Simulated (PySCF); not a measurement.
H5NO3Ti, multiplicity 1. Atoms are numbered in the order given.

```xyz
10

Ti     0.0320     0.0225    -0.0067
O      1.4068    -0.4674    -1.0661
H      2.2612    -0.8290    -0.8012
O      0.5304     0.4038     1.6780
H      0.5250     1.2542     2.1334
O     -0.7627     1.4681    -0.7388
H     -1.6820     1.5600    -1.0145
N     -1.1754    -1.4158     0.0805
H     -1.2574    -2.1455    -0.6250
H     -1.7200    -1.6596     0.9058
```

Geometry optimised at B3LYP-D3(BJ)/def2-SVP. The spin state was assumed, not searched. The structure was generated by enumeration; whether it is a known compound was not checked. Other conformers were not sampled.

Level of theory: B3LYP/pcSseg-1 in PySCF.

GIAO shieldings, no solvent; atoms listed in one row are averaged. δ = σ(ref) − σ: ¹⁷O against H2O (σ = 333.8 ppm); ¹H against TMS (σ = 31.68 ppm); ¹⁵N against NH3 (σ = 265.5 ppm), references at their B3LYP-D3(BJ)/def2-TZVP geometries, non-relativistic.

```tsv
nucleus	atoms	count	δ (ppm)
¹⁷O	O4	1	339.8
¹⁷O	O2	1	333.6
¹⁷O	O6	1	323.8
¹H	H5	1	7.84
¹H	H7	1	7.68
¹H	H3	1	7.39
¹H	H9, H10	2	6.33
¹⁵N	N8	1	205.6
```
